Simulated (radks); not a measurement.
Effect of the nuclear size on the aluminium ion Al2+, [Ne] 3s1. Calculated with a radial shooting solver on a logarithmic mesh with Libxc functionals: Dirac Kohn-Sham, PBE, spin-unpolarised, spherical densities, finite nucleus; Fermi nuclear charge, rms radius 3.061 fm. The rms radius is varied about that value; shifts are against it.

[
 {"rms radius (fm)": "2.4763", "total energy shift (eV)": "-0.00129", "density at nucleus (e/bohr^3)": "1505", "1s1/2 shift (meV)": "-0.535"},
 {"rms radius (fm)": "2.9324", "total energy shift (eV)": "-0.000306", "density at nucleus (e/bohr^3)": "1502", "1s1/2 shift (meV)": "-0.127"},
 {"rms radius (fm)": "3.061", "total energy shift (eV)": "0", "density at nucleus (e/bohr^3)": "1501", "1s1/2 shift (meV)": "0.000"},
 {"rms radius (fm)": "3.2967", "total energy shift (eV)": "0.000594", "density at nucleus (e/bohr^3)": "1500", "1s1/2 shift (meV)": "0.247"},
 {"rms radius (fm)": "3.5783", "total energy shift (eV)": "0.00136", "density at nucleus (e/bohr^3)": "1499", "1s1/2 shift (meV)": "0.566"}
]

Slopes of the eigenvalues against <r^2> in GHz/fm^2, as finite differences over the two radii next to the reference (eigenvalue slopes, not the field-shift constants of lines): 1s1/2 39.9.
